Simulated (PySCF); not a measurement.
Species: BiMe3, C₃H₉Bi.
Cartesian coordinates in Å at the PBE0-D3(BJ)/def2-SVP level; atoms count from 1:
```
atom  x, y, z in Å
Bi1    0.0265   -0.0046    1.2928
C2     1.9064   -0.0184    0.0129
H3     2.5461    0.8320    0.2874
H4     1.6224    0.0577   -1.0456
H5     2.4569   -0.9546    0.1825
C6    -0.9345    1.6467    0.0605
H7    -0.8239    1.4115   -1.0072
H8    -0.4429    2.6048    0.2813
H9    -2.0018    1.7207    0.3135
C10   -0.9609   -1.6403    0.0590
H11   -2.0442   -1.6317    0.2458
H12   -0.5520   -2.6193    0.3464
H13   -0.7675   -1.4566   -1.0069
```

Computed with PBE0-D3(BJ)/def2-SVP geometry optimisation, gas phase, def2 core potentials past Kr (PySCF).

Task: Which atoms are bound to Bi1, and at what distances?

Result: 3 atoms: C6 2.273 Å, C2 2.274 Å, C10 2.274 Å. The nearest atom not counted as bound is H7, at 2.83 Å (others tie with it).

Task: List the angles at Bi1.

Result: 
```csv
angle,degrees,distance of the outer atoms (Å)
C2–Bi1–C10,92.8,3.29
C2–Bi1–C6,92.8,3.29
C6–Bi1–C10,92.6,3.29
```

Task: What is the shape at Bi1?

Result: Pyramidal: angles 92.8°, 92.8° and 92.6°, sum 278.2°, 1.25 Å off the plane of its three neighbours.

Task: What are the other bond lengths?

Result: C2–H3 and 8 like bonds 1.099 Å.

Point group: near C3v, missed by 0.18 Å at most; the miss may be what the optimiser left on a soft mode. Charge 0, singlet. PBE0-D3(BJ)/def2-SVP frequencies: not computed here.
